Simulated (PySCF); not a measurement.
Ga(OMe)(PH2)2 (CH₇GaOP₂), SMILES C[O][Ga]([PH2])[PH2]. Atoms are numbered in the order given.

```xyz
12

Ga     0.0785    -0.0190     0.1080
O     -0.7301    -1.4794    -0.5585
C     -1.7019    -1.5185    -1.5690
H     -1.9023    -0.5301    -2.0299
H     -1.3831    -2.1991    -2.3801
H     -2.6623    -1.8999    -1.1742
P      1.7660    -0.5467     1.6300
H      0.9383    -1.4898     2.3136
H      1.4347     0.5367     2.5026
P     -0.4757     2.0479    -0.8584
H     -0.2869     2.7488     0.3730
H     -1.8756     1.8475    -0.6431
```

Coordinates come from a B3LYP-D3(BJ)/def2-SVP optimisation. Other conformers were not sampled.

Level of theory: PBE/pcSseg-1 in PySCF.

GIAO shieldings, no solvent; atoms listed in one row are averaged. δ = σ(ref) − σ: ¹⁷O against H2O (σ = 334.3 ppm); ¹³C against TMS (σ = 182.0 ppm); ¹H against TMS (σ = 31.49 ppm); ³¹P against PH3 (σ = 576.8 ppm), references at their B3LYP-D3(BJ)/def2-TZVP geometries, non-relativistic.

Computed chemical shifts:
```csv
nucleus,atoms,count,δ (ppm)
¹⁷O,O2,1,176.1
¹³C,C3,1,63.9
¹H,"H4, H5, H6",3,4.47
¹H,H12,1,2.31
¹H,H8,1,2.23
¹H,"H9, H11",2,1.71
³¹P,P7,1,15.4
³¹P,P10,1,13.5
```
